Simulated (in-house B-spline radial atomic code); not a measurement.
Results of a calculation; reference values are marked as such.
Two electrons in Si: a spherical dot of radius 31.2 nm with hard walls

For Si the NSM archive of the Ioffe Institute lists m_l = 0.98 m0, m_t = 0.19 m0 and ε = 11.7; the model takes one isotropic valley with the conductivity mass 3/(1/m_l + 2/m_t) = 0.26 m0, and so misses anisotropy and the other valleys. All triplets below are those of one valley; with several valleys two electrons can form a triplet in the 1s orbital itself, at an energy set by the valley splitting.

Effective-mass model with parabolic bands, a uniform dielectric constant, no image charges, no central-cell or spin-orbit terms. Two-electron levels come from full CI in B-splines with partial waves to l = 5 (up to 0.001 effective hartree above the limit).

(1) What are the effective units, and what is the potential in them?

In these units the lowest s and p orbitals lie at 0.028756 and 0.058827, and their Coulomb and exchange integrals are J_ss = 0.136342, J_sp = 0.123639 and K_sp = 0.02745. (For an empty sphere J_ss = 1.786/R.) Full CI gives 0.159293 for the ground singlet, 0.173722 for the sp triplet, 0.199275 for the sp singlet and 0.246635 for the lowest triplet of two s orbitals.

(2) What does it cost to add the second electron, to first order and exactly?

(3) How far above the singlet do the triplets lie?

Results:

(1) Ha* = 27211.386 meV × 0.26/11.7² = 51.68 meV and a* = 0.0529177 nm × 11.7/0.26 = 2.381 nm. The radius is R = 13.1 a*. The one-electron levels are π²/2R² = 0.0288 and 4.4934²/2R² = 0.0588 Ha*.

(2) To first order E = 2ε_s + J_ss = 0.193853, so the charging energy E(2) − 2E(1) is J_ss = 7.047 meV. CI gives 0.159293 − 2 × (0.028756) = 0.101781, or 5.26 meV: relaxation and correlation lower it by 1.786 meV, 25.3 % of J_ss. The s² configuration of one-electron orbitals holds 74.4 % of the state, and the mean radius is 17.9 nm.

(3) To first order the sp triplet lies at ε_s + ε_p + J_sp − K_sp = 0.183768, which is 0.5212 meV below 2ε_s + J_ss, so first order fails: the exact ground state of two electrons is a singlet. CI gives 0.173722 − (0.159293) = 0.014429, or 0.7458 meV, 48 % of the orbital spacing of 1.554 meV. The ss triplet lies 4.514 meV up, so the lower of the two is the sp one, and its gap equals k_BT at 8.65 K. The sp singlet-triplet splitting is 1.321 meV, against 2K_sp = 2.838 meV.
